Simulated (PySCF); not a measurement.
**Two-photon absorption: SMILES Cc1ccc(N)cc1, C7H9N**

Geometry:
| atom | x (Å) | y (Å) | z (Å) |
| --- | --- | --- | --- |
| C1 | -2.617 | -0.382 | 0.053 |
| C2 | -1.126 | -0.202 | 0.030 |
| C3 | -0.386 | -0.385 | -1.144 |
| C4 | 0.990 | -0.189 | -1.182 |
| C5 | 1.693 | 0.201 | -0.031 |
| N6 | 3.068 | 0.347 | -0.048 |
| C7 | 0.958 | 0.383 | 1.152 |
| C8 | -0.418 | 0.184 | 1.173 |
| H9 | -2.972 | -0.682 | 1.050 |
| H10 | -3.142 | 0.553 | -0.212 |
| H11 | -2.942 | -1.150 | -0.665 |
| H12 | -0.900 | -0.691 | -2.060 |
| H13 | 1.536 | -0.348 | -2.116 |
| H14 | 3.484 | 0.523 | -0.953 |
| H15 | 3.462 | 0.923 | 0.684 |
| H16 | 1.478 | 0.678 | 2.068 |
| H17 | -0.959 | 0.333 | 2.113 |

Level of theory: TDDFT CAM-B3LYP/aug-cc-pVDZ excited states, vertical, gas phase (PySCF). Geometry: PBE0-D3(BJ)/def2-SVP.

Question: How strongly do the lowest singlets absorb one photon, and two photons of half the energy?

Answer: δ for parallel linear polarisation; σ at the peak of a Lorentzian of half width 0.1 eV, single beam; Ω is circular over linear.
| state | E (eV) | f | photon λ (nm) | δ (au) | σ (GM) | Ω | main |
| --- | --- | --- | --- | --- | --- | --- | --- |
| S1 | 4.68 | 0.038 | 530 | 5.55 | 0.04 | 1.50 | HOMO→LUMO+3 0.86 |
| S2 | 4.72 | 0.005 | 525 | 64 | 0.52 | 1.49 | HOMO→LUMO 0.90 |
| S3 | 5.33 | 0.057 | 465 | 8.83 | 0.09 | 1.17 | HOMO→LUMO+1 0.56, HOMO→LUMO+4 0.24 |
| S4 | 5.41 | 0.113 | 459 | 67.9 | 0.73 | 0.59 | HOMO→LUMO+5 0.34, HOMO→LUMO+1 0.28 |
| S5 | 5.42 | 0.000 | 457 | 1.6 | 0.02 | 1.49 | HOMO→LUMO+2 0.86 |
| S6 | 5.94 | 0.003 | 417 | 58.9 | 0.76 | 1.43 | HOMO→LUMO+4 0.49, HOMO→LUMO+5 0.29 |
